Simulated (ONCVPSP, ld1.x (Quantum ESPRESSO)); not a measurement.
Potentials for tantalum compared

Generated with ld1.x 7.5 (TM, RRKJ, ultrasoft, PAW), atompaw 4.2 or ONCVPSP 4.0.1. The cutoff is in Ry: for ld1.x and atompaw files where the sum of valence levels is converged to 10 mRy in a Bessel basis, for ONCV files where the hardest occupied wave has 1 mHa per electron of residual kinetic energy. The error is the largest all-electron minus pseudo excitation energy over each file’s own four to seven test configurations (ionisations up to +4, promotions, holes and added fractions of an electron), all of which were solved. The labels leave out finer settings (local radius, basis sizes, second energies), which also bear on the numbers. Spin-polarised tests are not counted. The rows are a selection from randomly drawn settings: files with unsolved tests, undetermined cutoffs or missed reference levels are left out.

A true bound ghost makes a file unfit for plane-wave use even where its test errors are small: the radial tests pick states by their node count and pass the ghost by.

```csv
potential,cutoff (Ry),largest error (meV),bound ghosts
"ONCV, PBE, scalar-relativistic, rc 1.75/1.35/2.75/0.80 (spdf), local smoothed, core correction yes, reference 4f14 5s2 5p6 5d3 6s2, qcut 7/5.9/5.9/19.6, projectors 3/2/2/1",390,-210,s
"ONCV, PBE, fully relativistic, rc 1.85/2.35/1.95 (spd), local smoothed, core correction yes, reference 5s2 5p6 5d3 6s1 6p1, qcut 7.9/5.5/5, projectors 2/2/2",39,+9.6,none
"ONCV, PBE, fully relativistic, rc 2.00/2.15/2.05 (spd), local smoothed, core correction no, reference 5s2 5p6 5d3 6s2, qcut 7.9/7.9/4.5, projectors 2/1/1",35,+125,none
"ONCV, PW91, fully relativistic, rc 2.10/2.00/1.90/0.60 (spdf), local smoothed, core correction no, reference 4f14 5s2 5p6 5d3 6s2, qcut 4.3/5.4/5.2/26.4, projectors 2/2/1/2",625,-16,"s, p3/2, d5/2, p1/2, d3/2, f5/2"
"ONCV, PBE, scalar-relativistic, rc 1.95/1.55/1.70/1.10 (spdf), local smoothed, core correction yes, reference 4f14 5s2 5p6 5d3 6s2, qcut 7.8/9.5/5.5/17.2, projectors 2/1/1/2",241,-19,"s, p"
```

(1) Fill in the row for Ta: TM, LDA (PZ), scalar-relativistic, rc 2.40/2.95/2.60 (spd), local smoothed, core correction yes, reference 5d3 6s0 6p0.

(2) Fill in the row for Ta: ONCV, PBE, scalar-relativistic, rc 1.65/1.20/1.85 (spd), local smoothed, core correction yes, reference 5s2 5p6 5d3, qcut 6.5/6.2/4.4, projectors 2/2/2.

(3) Fill in the row for Ta: ONCV, revPBE, fully relativistic, rc 1.85/2.45/2.90/3.10 (spdf), local smoothed, core correction yes, reference 5s2 5p6 5d3 6s1 6p1, qcut 7.5/4.3/4.9/3.6, projectors 2/2/2/2.

Answers

(1) cutoff 25 Ry, largest error -667 meV, bound ghosts: none.

(2) cutoff 220 Ry, largest error -26 meV, bound ghosts: s, d.

(3) cutoff 36 Ry, largest error -441 meV, bound ghosts: none.
